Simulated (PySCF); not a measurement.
# Optical rotation: `C[C@@H](F)O[C@H]1CO1`, C$_{4}$H$_{7}$FO$_{2}$

Geometry (Å), atoms numbered from 1 in this order:
```xyz
14

C    -2.014    1.004    0.419
C    -1.089   -0.034   -0.183
F    -1.420   -0.225   -1.515
O     0.220    0.422   -0.111
C     1.177   -0.507   -0.481
C     2.457   -0.487    0.222
O     1.501   -1.493    0.438
H    -1.843    1.957   -0.073
H    -3.046    0.698    0.274
H    -1.803    1.102    1.479
H    -1.197   -1.025    0.287
H     1.117   -0.830   -1.519
H     2.582    0.213    1.038
H     3.356   -0.795   -0.296
```

Method: TDDFT CAM-B3LYP/def2-SVPD circular dichroism and optical rotation, one conformer, gas phase (PySCF 2.14.0). Geometry: GFN2-xTB.

The molecule is flexible and this is one conformer; a measurement averages over conformers.

Stereocentres: C2 R, C5 S.

**Question.** What is the specific rotation at 633, 589.3, 546, 436, 405, 365, 355 nm?

**Answer.** [α] in deg dm⁻¹ (g/mL)⁻¹:
| λ (nm) | origin-invariant length gauge | modified velocity gauge | length gauge (centre of mass) | isotropic polarisability (au) |
| --- | --- | --- | --- | --- |
| 633 | -149.0 | -149.8 | -148.2 | 57.2 |
| 589.3 | -173.2 | -174.2 | -172.2 | 57.4 |
| 546 | -203.5 | -204.8 | -202.4 | 57.6 |
| 436 | -330.9 | -333.4 | -329.0 | 58.3 |
| 405 | -389.7 | -392.9 | -387.5 | 58.6 |
| 365 | -493.1 | -497.7 | -490.2 | 59.2 |
| 355 | -525.7 | -530.8 | -522.6 | 59.4 |

**Question.** And for the mirror image at 589.3 nm?

**Answer.** +173.2 deg dm⁻¹ (g/mL)⁻¹ (origin-invariant length gauge): the same size and the opposite sign.

**Question.** What is the molar rotation [Φ] = [α]·M/100 of the geometry above at 589.3 nm?

**Answer.** With M = 106.10 g/mol, -183.7 deg cm² dmol⁻¹ (origin-invariant length gauge).

The first excitation lies at 8.28 eV (150 nm) with R = -1.2 × 10⁻⁴⁰ esu² cm² (velocity form).
